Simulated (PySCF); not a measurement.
Point-charge models of `[SiH3]c1cccc2snnc12` against its computed dipole.

Coordinates (GFN2-xTB, Å) and charges (e) from the PBE0/pcSseg-1 density (PySCF):

| atom | x | y | z | Mulliken | IAO | Hirshfeld | ESP-fitted |
| --- | --- | --- | --- | --- | --- | --- | --- |
| Si1 | 2.551 | 0.056 | -0.024 | +0.5925 | +0.6128 | +0.3112 | +0.3835 |
| C2 | 0.683 | -0.228 | -0.016 | -0.3476 | -0.2621 | -0.0852 | -0.5506 |
| C3 | 0.073 | -1.466 | -0.052 | -0.0552 | -0.1419 | -0.0428 | +0.1154 |
| C4 | -1.317 | -1.620 | -0.044 | -0.0524 | -0.1385 | -0.0361 | -0.3391 |
| C5 | -2.162 | -0.532 | 0.003 | +0.0177 | -0.1530 | -0.0502 | -0.1289 |
| C6 | -1.581 | 0.728 | 0.040 | -0.4874 | -0.1605 | -0.0328 | -0.2232 |
| S7 | -2.265 | 2.313 | 0.102 | +0.4683 | +0.4170 | +0.1495 | +0.1586 |
| N8 | -0.730 | 2.999 | 0.108 | -0.2486 | -0.2620 | -0.1032 | -0.1773 |
| N9 | 0.204 | 2.179 | 0.070 | -0.2425 | -0.1243 | -0.0796 | -0.3457 |
| C10 | -0.172 | 0.879 | 0.030 | +0.3243 | +0.0622 | +0.0170 | +0.8271 |
| H11 | 2.922 | 0.751 | 1.206 | -0.0686 | -0.1055 | -0.0692 | -0.0764 |
| H12 | 3.167 | -1.274 | -0.076 | -0.1111 | -0.1232 | -0.0763 | -0.0769 |
| H13 | 2.901 | 0.837 | -1.207 | -0.0685 | -0.1054 | -0.0691 | -0.0755 |
| H14 | 0.690 | -2.352 | -0.089 | +0.0868 | +0.1562 | +0.0512 | +0.1128 |
| H15 | -1.737 | -2.614 | -0.074 | +0.1030 | +0.1625 | +0.0578 | +0.1936 |
| H16 | -3.235 | -0.647 | 0.010 | +0.0890 | +0.1657 | +0.0580 | +0.2025 |

Task: What dipole does each set of charges give (1 e·Å = 4.803 D), and what does the density give?

Result: The full density gives (-1.68, -3.31, -0.10) D, 3.72 D in size; dipole vectors point from the negative to the positive end.

```tsv
scheme	μx	μy	μz	size (D)	share of the full size (%)	angle to the full dipole (°)
Mulliken	-0.34	-2.35	-0.07	2.38	64	19
IAO	-1.74	-2.19	-0.05	2.80	75	12
Hirshfeld	-1.15	-1.36	-0.03	1.78	48	13
ESP-fitted	-1.70	-3.28	-0.10	3.69	99	0
```

Task: Which set comes closest?

Result: Length of the difference vector: ESP-fitted 0.03 D, IAO 1.12 D, Mulliken 1.65 D, Hirshfeld 2.03 D. Closest: ESP-fitted. ESP charges are fitted to the potential around the molecule, whose slowest-falling term is the dipole's. 

Task: What is left for the Hirshfeld atoms' own dipoles?

Result: The Hirshfeld atoms' densities add up to the full density, so μ = Σ q r + Σ (atomic dipoles). The atomic dipoles sum to (-1.68, -3.31, -0.10) − (-1.15, -1.36, -0.03) = (-0.53, -1.95, -0.07) D, 2.03 D in size.

Task: With the origin at the mean of the coordinates, (0.000, 0.001, -0.001) Å, which are the largest single terms, by size, of the ESP-fitted dipole along the direction of the full one?

Result: N9 +3.38, C4 -3.32, H15 +2.90, C10 -2.81, Si1 -2.22 D; all 16 atoms together +3.69 D. The single terms depend on the origin, their sum doesn't.

Task: Give the size of the full dipole in other units.

Result: 3.72 D = 1.462 au = 0.774 e·Å = 12.39 × 10⁻³⁰ C·m.

Isolated species at its GFN2-xTB geometry, gas phase.

These values come from a run that also computed NMR shieldings. On an Arm Neoverse V1 with one thread, no GPU, shared host with 32 logical CPUs at a one-minute load of 20, this took 49 s wall (grids of density and orbitals included) and 0.94 GiB of memory at its peak.
